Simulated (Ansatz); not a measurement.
Cost and result for the atomization energy of CH$_{3}$AlOS (`C1[O][AlH][S]1`) (7 atoms, 7 bonds).

Total charge 0; spin multiplicity 1. Geometry: relaxed with PBE0-D4/def2-TZVP. Program: Ansatz. All runs use 2 threads of an Arm Neoverse V2 on a shared host. Times are those of one run each, without the atoms' runs, and a repeat can differ threefold. Electronic energies, without spin–orbit coupling; frozen cores. CCSD(T)/CBS adds CCSD(T) − MP2 in def2-TZVPP to the MP2 limit, and its time is that of the two runs behind it. T1 = 0.014.

CCSD(T)/CBS is a level of theory with its own doubt, some kJ/mol a heavy atom from the limit and from the frozen cores, so smaller differences don't rank the functionals.

| level | functions | wall time |
| --- | --- | --- |
| LDA (SPW92)/def2-TZVPP | 188 | 1.1 s |
| CCSD(T)/def2-SVP | 79 | 1.3 s |
| revPBE-D4/def2-TZVPP | 188 | 1.8 s |
| PBE0-D4/def2-TZVPP | 188 | 2.4 s |
| BHLYP-D4/def2-TZVPP | 188 | 2.5 s |
| B2PLYP/def2-TZVPP | 188 | 4.1 s |
| PBE-QIDH/def2-TZVPP | 188 | 4.1 s |
| r2SCAN-D4/def2-TZVPP (with forces) | 188 | 4.7 s |
| B97M-V/def2-TZVPP | 188 | 8.5 s |
| ωB97M-V/def2-TZVPP (with forces) | 188 | 9.5 s |
| MP2/def2-QZVPP | 344 | 12 s |
| CCSD(T)/def2-TZVPP | 188 | 32 s |
| CCSD(T)/CBS(def2) | – | 44 s |

Problem. What atomization energy does each give, and how far from CCSD(T)/CBS? (Estimate.)

Solution. The calculation gave: 
```csv
level,atomization (kcal/mol),difference from CCSD(T)/CBS,per bond
LDA (SPW92)/def2-TZVPP,697.0,94.5,13.5
CCSD(T)/def2-SVP,559.0,-43.5,-6.2
revPBE-D4/def2-TZVPP,598.2,-4.3,-0.6
PBE0-D4/def2-TZVPP,600.8,-1.7,-0.2
BHLYP-D4/def2-TZVPP,575.2,-27.3,-3.9
B2PLYP/def2-TZVPP,592.2,-10.3,-1.5
PBE-QIDH/def2-TZVPP,597.4,-5.1,-0.7
r2SCAN-D4/def2-TZVPP (with forces),606.4,3.9,0.6
B97M-V/def2-TZVPP,608.4,5.9,0.8
ωB97M-V/def2-TZVPP (with forces),604.7,2.2,0.3
MP2/def2-QZVPP,611.9,9.4,1.3
CCSD(T)/def2-TZVPP,583.1,-19.4,-2.8
CCSD(T)/CBS(def2),602.5,0.0,0.0
```

At CCSD(T), def2-SVP lies −43.5 kcal/mol from the extrapolated value and def2-TZVPP −19.4 kcal/mol: correlation converges slowly with the basis, and small sets miss more of it in the bonded molecule than in its fragments. In def2-TZVPP, CCSD(T) changes the Hartree–Fock value by +163.4 kcal/mol (the triples alone add +12.2 kcal/mol) and MP2 by +180.6 kcal/mol; breaking electron pairs costs correlation energy, which Hartree–Fock lacks. The D4 term adds +6.0 kcal/mol with B3LYP and +3.0 kcal/mol with PBE0; it sums over pairs of atoms, weighted by their polarisabilities, and B3LYP, whose exchange is more repulsive, gets the larger term.

B3LYP here is the variant with VWN-RPA as its local correlation; programs differ in this.
